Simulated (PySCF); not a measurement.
C6H9O (doublet state).
Cartesian coordinates in Å at the GFN2-xTB level; atoms count from 1:
```
atom  x, y, z in Å
C1     2.062    0.257   -0.444
O2     0.755    0.346   -0.965
C3    -0.247    0.058   -0.046
C4    -1.736    0.097   -0.414
C5    -1.576   -0.293    1.062
C6    -0.547    0.825    1.263
C7    -0.462   -1.281    0.696
H8     2.213    0.974    0.370
H9     2.276   -0.754   -0.081
H10    2.729    0.496   -1.269
H11   -2.088   -0.667   -1.098
H12   -2.159    1.071   -0.631
H13    0.157    0.708    2.081
H14   -0.896    1.847    1.164
H15    0.247   -1.539    1.477
H16   -0.736   -2.138    0.090
```

The hyperfine couplings belong to this conformer and change with its torsions.

Identity: `COC12C[C](C1)C2` [radical].

The calculation used UKS B3LYP, pcH-1 on C H O, non-relativistic, mean-field spin-orbit, GIAO in PySCF 2.14.0. Isolated species at its GFN2-xTB geometry (one conformer only). Couplings are sensitive to structure, and on GFN2-xTB geometries they can be far from those on DFT ones. Stability of the SCF solution: not tested.

Q: The isotropic 13C couplings, averaged over equivalent nuclei, are +386.5, +161.3, +11.4, -2.0 MHz. Assign them to C1; C3; C4/C6/C7; C5.

A: 
| site | a_iso (MHz) | ρ(0) (bohr⁻³) | position | distance from C5 (Å) | spin population | largest \|T\| (MHz) |
| --- | --- | --- | --- | --- | --- | --- |
| C1 | -2.0 | -0.0018 | 4 bonds from C5 | 3.98 | +0.01 | 1.7 |
| C3 | +161.3 | +0.1435 | 2 bonds from C5 | 1.77 | +0.06 | 0.7 |
| C4/C6/C7 | +11.4 | +0.0102 | 1 bond from C5 | 1.53 | +0.02 | 12.0 |
| C5 | +386.5 | +0.3438 | largest spin population | 0.00 | +0.83 | 129.9 |

ρ(0) is the spin density at the nucleus and T the dipolar tensor; entries for several nuclei are means. The largest Mulliken spin populations are on C5 (+0.83) and C3 (+0.06). C5 is the only atom above +0.15. The angles at C5 add up to 271.9°, so it is pyramidal.

Class means assume fast exchange of nuclei equivalent by connectivity; if that motion is slow, each nucleus keeps its own coupling.
